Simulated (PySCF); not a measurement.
PySCF job for H3O3Si, SMILES O[Si](O)O, multiplicity 2, PBE0-D3(BJ)/def2-SVP. The structure is a stationary point at PBE0-D3(BJ)/def2-SVP. The isomer is the one that the SMILES or the coordinates give; other isomers of the formula were not compared. One conformer was computed; it need not be the lowest.

```python
import numpy as np
from pyscf import gto, scf, dft, df
from pyscf.hessian import thermo

mol = gto.M(
    atom='''
    O    -0.80353469   -1.32710080   -0.22121736
    Si    0.00000000    0.00000000    0.36934323
    O    -0.74753566    1.35943185   -0.22121736
    O     1.55107034   -0.03233105   -0.22121736
    H    -1.72430064   -1.41104690    0.04613712
    H    -0.35985215    2.19881161    0.04613713
    H     2.08415277   -0.78776470    0.04613713
    ''',
    basis='def2-SVP',
    charge=0,
    spin=1,
    max_memory=1600,
    verbose=3,
)
mf = dft.UKS(mol, xc='pbe0').density_fit(auxbasis='def2-universal-jkfit')
mf.disp = 'd3bj'
mf.grids.level = 3
mf.conv_tol = 1e-11
mf.max_cycle = 100
mf.kernel()
fine, coarse = mf.grids, dft.Grids(mol).set(level=1).build(with_non0tab=True)
for _ in range(3):  # follow internal instabilities
    mf.grids = coarse
    mo, _, stable, _ = mf.stability(return_status=True, nroots=4)
    mf.grids = fine
    if stable:
        break
    mf.kernel(mf.make_rdm1(mo, mf.mo_occ))

# [left out here: the lines that compute and print the analytic Hessian (its translational invariance restored by hand, since the grid's response is missing), thermochemistry and intensities]
```

It prints:

```

WARN: HOMO -0.185966215470943 >= LUMO -0.185966215470946

converged SCF energy = -516.422153541961  <S^2> = 0.75170623  2S+1 = 2.0017055
<class 'pyscf.df.df_jk.DFUKS'> wavefunction is stable in the internal stability analysis

WARN: DFTD3 does not support analytical Hessian, using finite difference


WARN: Mole.unit (angstrom) is changed to Bohr

Mode                                 0                   1                   2
Irrep
Freq [cm^-1]                      144.5648            144.8276            254.8312
Reduced mass [au]                   1.2216              1.2218              1.0740
Force const [Dyne/A]                0.0150              0.0151              0.0411
Char temp [K]                     207.9965            208.3746            366.6454
Normal mode                   x     y     z       x     y     z       x     y     z
       0   O                 0.06 -0.01 -0.00    0.01 -0.03 -0.03    0.02 -0.01  0.01
       1  Si                -0.01  0.04  0.00   -0.04 -0.01  0.00    0.00  0.00  0.03
       2   O                -0.00  0.03 -0.03    0.05  0.04  0.02   -0.02 -0.02  0.01
       3   O                -0.01 -0.05  0.03   -0.03  0.04  0.02   -0.00  0.03  0.01
       4   H                 0.12 -0.16  0.13    0.20 -0.43  0.50   -0.14  0.26 -0.47
       5   H                -0.31  0.05  0.37    0.41 -0.00 -0.36    0.29 -0.01 -0.47
       6   H                -0.28 -0.43 -0.50   -0.07 -0.04 -0.14   -0.15 -0.25 -0.47
Mode                                 3                   4                   5
Irrep
Freq [cm^-1]                      307.6903            307.6999            392.0418
Reduced mass [au]                   3.6994              3.6994             11.1404
Force const [Dyne/A]                0.2064              0.2064              1.0088
Char temp [K]                     442.6978            442.7116            564.0609
Normal mode                   x     y     z       x     y     z       x     y     z
       0   O                -0.12  0.07 -0.02    0.03  0.08 -0.05    0.03  0.08 -0.07
       1  Si                 0.04 -0.03 -0.00    0.03  0.04 -0.00    0.00  0.00  0.12
       2   O                -0.01 -0.09 -0.03   -0.13 -0.03  0.04    0.05 -0.07 -0.07
       3   O                 0.07  0.08  0.05    0.04 -0.11  0.01   -0.08 -0.01 -0.07
       4   H                -0.03  0.07  0.30    0.11 -0.08  0.18    0.06 -0.09 -0.03
       5   H                -0.15 -0.04  0.00   -0.00  0.03 -0.35   -0.11 -0.01 -0.03
       6   H                 0.01 -0.09 -0.31   -0.05 -0.12  0.17    0.05  0.10 -0.03
Mode                                 6                   7                   8
Irrep
Freq [cm^-1]                      779.0019            779.0459            787.7616
Reduced mass [au]                   1.3351              1.3349              2.1022
Force const [Dyne/A]                0.4773              0.4773              0.7686
Char temp [K]                    1120.8103           1120.8736           1133.4135
Normal mode                   x     y     z       x     y     z       x     y     z
       0   O                -0.03 -0.01  0.01    0.01 -0.08 -0.05    0.06  0.07  0.02
       1  Si                -0.02  0.01 -0.00    0.01  0.02 -0.00   -0.00 -0.00 -0.06
       2   O                 0.06 -0.05  0.04    0.04  0.01  0.03    0.03 -0.09  0.02
       3   O                 0.05  0.05 -0.04   -0.05 -0.01  0.02   -0.09  0.02  0.02
       4   H                -0.05 -0.25 -0.17    0.04  0.54  0.32    0.08  0.34  0.17
       5   H                -0.29  0.18 -0.20   -0.39  0.30 -0.31    0.25 -0.24  0.17
       6   H                -0.54 -0.24  0.36    0.04  0.05 -0.02   -0.33 -0.10  0.17
Mode                                 9                  10                  11
Irrep
Freq [cm^-1]                      811.9941            946.4384            946.4883
Reduced mass [au]                   1.9680              5.6604              5.6647
Force const [Dyne/A]                0.7645              2.9873              2.9899
Char temp [K]                    1168.2787           1361.7141           1361.7859
Normal mode                   x     y     z       x     y     z       x     y     z
       0   O                -0.02 -0.07 -0.05   -0.04 -0.07 -0.04    0.06  0.06  0.03
       1  Si                 0.00 -0.00  0.07   -0.03  0.12  0.00   -0.12 -0.03 -0.00
       2   O                -0.05  0.05 -0.05    0.04 -0.11  0.04    0.02 -0.02  0.02
       3   O                 0.07  0.02 -0.05    0.03 -0.02 -0.00    0.12 -0.01 -0.04
       4   H                 0.01  0.34  0.21   -0.05 -0.04 -0.02    0.07  0.25  0.14
       5   H                 0.29 -0.18  0.21    0.16 -0.19  0.13   -0.08  0.04 -0.05
       6   H                -0.30 -0.17  0.21    0.19  0.06 -0.11    0.18  0.01 -0.08
Mode                                12                  13                  14
Irrep
Freq [cm^-1]                     3923.6739           3923.7783           3926.1793
Reduced mass [au]                   1.0667              1.0667              1.0675
Force const [Dyne/A]                9.6752              9.6757              9.6952
Char temp [K]                    5645.2932           5645.4434           5648.8979
Normal mode                   x     y     z       x     y     z       x     y     z
       0   O                 0.03  0.00 -0.01   -0.04 -0.00  0.01   -0.03 -0.00  0.01
       1  Si                 0.00 -0.00 -0.00    0.00  0.00 -0.00    0.00  0.00  0.00
       2   O                 0.02  0.04  0.01    0.00  0.01  0.00    0.01  0.03  0.01
       3   O                -0.01  0.01 -0.00   -0.03  0.04 -0.01    0.02 -0.03  0.01
       4   H                -0.49 -0.05  0.14    0.57  0.06 -0.16    0.54  0.06 -0.15
       5   H                -0.30 -0.68 -0.21   -0.05 -0.12 -0.04   -0.22 -0.50 -0.15
       6   H                 0.15 -0.21  0.07    0.43 -0.58  0.20   -0.31  0.43 -0.15
temperature 298.1500 [K]
pressure 101325.00 [Pa]
Rotational constants [GHz] 7.07284 7.07284 3.87162
Symmetry number 3
Zero-point energy (ZPE) 0.04186 [Eh]   109912.991 [J/mol]
                           tot       elec      trans        rot        vib
Entropy [J/mol/K]       314.437      5.763    163.257     95.135     50.282
Cv [J/mol/K]             83.227      0.000     12.472     12.472     58.284
Cp [J/mol/K]             91.542      0.000     20.786     12.472     58.284
Internal energy [J/mol]                      3718.434   3718.434 118682.751
Internal energy [Eh]   -516.37412  -516.42215
Enthalpy [J/mol]                             6197.391   3718.434 118682.751
Enthalpy [Eh]          -516.37317
Gibbs free energy [J/mol]                  -42477.667 -24646.070 103691.154
Gibbs free energy [Eh] -516.40888
mode   freq/cm-1   IR/(km/mol)
   1      144.56        59.596
   2      144.83        59.567
   3      254.83       210.782
   4      307.69         8.615
   5      307.70         8.609
   6      392.04        55.634
   7      779.00       230.966
   8      779.05       230.988
   9      787.76         0.215
  10      811.99       133.456
  11      946.44       130.076
  12      946.49       130.041
  13     3923.67       167.700
  14     3923.78       167.816
  15     3926.18         3.720
max |gradient| / (hartree/bohr): 3.149528531487021e-05
APT charges: [-0.8016  1.4466 -0.8016 -0.8016  0.3194  0.3194  0.3194]
```

The run converged.
